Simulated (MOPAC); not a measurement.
MOPAC input (PM7):

```
PM7 FORCE THERMO(298,298) PRECISE LET GEO-OK AUX(PRECISION=9) THREADS=1
ClIn

In    0.00000000 1    0.00000000 1   -0.62052847 1
Cl    0.00000000 1    0.00000000 1    1.80406622 1
```

Question: Which zero-point energy does it print?

Answer: 0.52 kcal/mol, from the harmonic wavenumbers of PM7.
